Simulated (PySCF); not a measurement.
HfOBr2, SMILES [O]=[Hf]([Br])[Br], multiplicity 1.

The structure is a stationary point at B3LYP-D3(BJ)/def2-SVP. The spin state was assumed, not searched. The def2 effective core potentials stand for the cores of Hf; spin–orbit coupling is left out.

All values below come from HF/def2-TZVPD run with PySCF.

Symmetry labels are those of the subgroup Cs that the program uses (full group Cs).

List the valence orbital energies around the gap with their symmetry. (The exact figures need the calculation; the answer reports its results.)


| orbital | symmetry | energy (eV) |
|---|---|---|
| HOMO−7 | A" | -13.50 |
| HOMO−6 | A' | -13.44 |
| HOMO−5 | A' | -12.92 |
| HOMO−4 | A" | -12.58 |
| HOMO−3 | A' | -12.10 |
| HOMO−2 | A" | -11.87 |
| HOMO−1 | A' | -11.79 |
| HOMO | A" | -11.51 |
| LUMO | A' | -1.16 |
| LUMO+1 | A" | 0.73 |
| LUMO+2 | A' | 1.21 |
| LUMO+3 | A' | 1.35 |
